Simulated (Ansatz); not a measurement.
C3H10Se2Si, singlet, at a GFN2-xTB geometry, atoms displaced at random by about 0.03 Å a coordinate; R2SCAN/STO-3G, gradient in Ansatz (a quantum-chemistry and plane-wave program).

The Ansatz input:
Ansatz 0.2 input:
```yaml
crystal:
  periodic: [false, false, false]
  atoms:
    - {symbol: Se, position_ang: [0.60878599, 0.12588858, 0.96060634]}
    - {symbol: Se, position_ang: [-0.47874563, 1.95431452, 0.15043216]}
    - {symbol: H, position_ang: [0.64230118, 2.56612632, -0.56029975]}
    - {symbol: Si, position_ang: [0.00659754, -1.50812302, -0.62578056]}
    - {symbol: C, position_ang: [-1.96403841, -1.65889404, -0.55467888]}
    - {symbol: C, position_ang: [0.89035229, -3.10845910, -0.09563322]}
    - {symbol: C, position_ang: [0.63145142, -0.86882336, -2.32617585]}
    - {symbol: H, position_ang: [-2.31737415, -2.37532406, -1.27833029]}
    - {symbol: H, position_ang: [-2.27177642, -2.02880729, 0.38320639]}
    - {symbol: H, position_ang: [-2.34907618, -0.70414324, -0.70182442]}
    - {symbol: H, position_ang: [0.53639535, -3.39063338, 0.98942749]}
    - {symbol: H, position_ang: [1.92901409, -2.97886297, -0.09919095]}
    - {symbol: H, position_ang: [0.65598803, -3.94137578, -0.75893006]}
    - {symbol: H, position_ang: [1.64474736, -0.77847795, -2.30227828]}
    - {symbol: H, position_ang: [0.12062274, 0.03947436, -2.59447487]}
    - {symbol: H, position_ang: [0.30350999, -1.59584049, -3.14014057]}
basis:
  gaussian:
    orbitals: STO-3G
hamiltonian:
  xc: r2scan
output: {forces: true}
```

It wrote (shortened):

```
Functional definition: r2SCAN
814 factors; integrals over basis functions are off by at most 3.7e-5 eV
mean field evaluation 1: about -140272.4203 eV, gradient 2.1e1 eV
mean field evaluation 2: about -140272.1496 eV, gradient 2.2e1 eV
mean field evaluation 4: about -140273.9548 eV, gradient 3.9e-1 eV
mean field evaluation 8: about -140273.8224 eV, gradient 4.9e-3 eV
mean field -140273.82239207 eV, -5154.9678918969 hartree, gradient 1.9e-5 eV, S^2 0.000000; 0 other end points of the search recorded, 0 dependent functions left out
the calculation of the forces begins
reference -140273.82239998 eV, -5154.9678921877 hartree; 55, 55 occupied and 15, 15 virtual orbitals, 814 factors
Total energy: -140273.82239998 eV, -5154.9678921877 hartree
Atom 0 at     0.608786     0.125889     0.960606 Å, force     0.730573    -1.760842     0.208540 eV/Å
Atom 1 at    -0.478746     1.954315     0.150432 Å, force    -1.116128     1.140704    -0.480663 eV/Å
Atom 2 at     0.642301     2.566126    -0.560300 Å, force     0.275910    -0.023771    -0.101335 eV/Å
Atom 3 at     0.006598    -1.508123    -0.625781 Å, force    -1.110802     0.415984     0.072838 eV/Å
Atom 4 at    -1.964038    -1.658894    -0.554679 Å, force     3.836221    -1.505213    -0.695482 eV/Å
Atom 5 at     0.890352    -3.108459    -0.095633 Å, force    -3.352613    -0.090481     2.267201 eV/Å
Atom 6 at     0.631451    -0.868823    -2.326176 Å, force    -5.078147    -2.795966    -0.285562 eV/Å
Atom 7 at    -2.317374    -2.375324    -1.278330 Å, force    -0.273107    -0.118660    -0.827128 eV/Å
Atom 8 at    -2.271776    -2.028807     0.383206 Å, force    -0.374931    -0.415740     1.826194 eV/Å
Atom 9 at    -2.349076    -0.704143    -0.701824 Å, force    -1.256576     2.196342    -0.566234 eV/Å
Atom 10 at     0.536395    -3.390633     0.989427 Å, force     0.938407     0.530450    -2.476199 eV/Å
Atom 11 at     1.929014    -2.978863    -0.099191 Å, force     2.286687     0.292709     0.174822 eV/Å
Atom 12 at     0.655988    -3.941376    -0.758930 Å, force    -0.197074    -0.182379    -0.118179 eV/Å
Atom 13 at     1.644747    -0.778478    -2.302278 Å, force     3.804186     0.557846    -0.237062 eV/Å
Atom 14 at     0.120623     0.039474    -2.594475 Å, force     0.044191     1.011610     0.079934 eV/Å
Atom 15 at     0.303510    -1.595840    -3.140141 Å, force     0.843203     0.747408     1.158314 eV/Å
Dipole moment:     0.084747    -0.328325    -0.441658 e Å
```
